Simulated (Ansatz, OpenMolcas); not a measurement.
# How methods differ on BClF2 (SMILES FB(F)Cl)

BClF2 has 4 atoms, charge 0, and is taken as a singlet. SMILES: `FB(F)Cl`. The shape is that of a PBE0-D4/def2-TZVP optimisation.

```xyz
4

F    -0.1737   -1.2543   -0.5463
B    -0.0671   -0.0413   -0.0620
F    -1.0116    0.8301   -0.3177
Cl    1.3079    0.4053    0.9057
```

Each level gives the vertical electron affinity (to the doublet anion) (eV). The values are calculated.

The electron affinity is E(neutral) − E(anion): positive where the electron is bound.

| level | kind | program | value (eV) | CPU time (all runs) |
| --- | --- | --- | --- | --- |
| HF/cc-pVDZ | Hartree–Fock | OpenMolcas | -3.25 | 9.8 s |
| HF/aug-cc-pVDZ | Hartree–Fock | OpenMolcas | -1.26 | 30 s |
| HF/cc-pVTZ | Hartree–Fock | OpenMolcas | -3.02 | 68 s |
| HF/aug-cc-pVTZ (RICD fitting) | Hartree–Fock | OpenMolcas | -1.10 | 1.8 min |
| HF/cc-pVQZ (RICD fitting) | Hartree–Fock | OpenMolcas | -2.88 | 3.3 min |
| CAM-B3LYP-D3(BJ)/def2-SV(P) | range-separated hybrid | Ansatz | -2.63 | 2.5 s |
| CAM-B3LYP-D3(BJ)/def2-TZVP | range-separated hybrid | Ansatz | -2.01 | 13 s |
| CAM-B3LYP-D3(BJ)/def2-TZVPP | range-separated hybrid | Ansatz | -2.01 | 13 s |

Where it was recorded, the anion's HOMO is positive in HF/cc-pVDZ, HF/aug-cc-pVDZ, HF/cc-pVTZ, HF/aug-cc-pVTZ, HF/cc-pVQZ: a fault of the level (basis or self-interaction), which says nothing on whether the real anion is bound. The values span -3.25 to -1.10 eV. Negative values mean that the anion is unbound at that level; they are set by how diffuse the basis is and aren't properties of the molecule, whose anion may well be bound. Times are those of the runs behind each value, whatever else they computed, on shared processors of several kinds: orders of magnitude only.
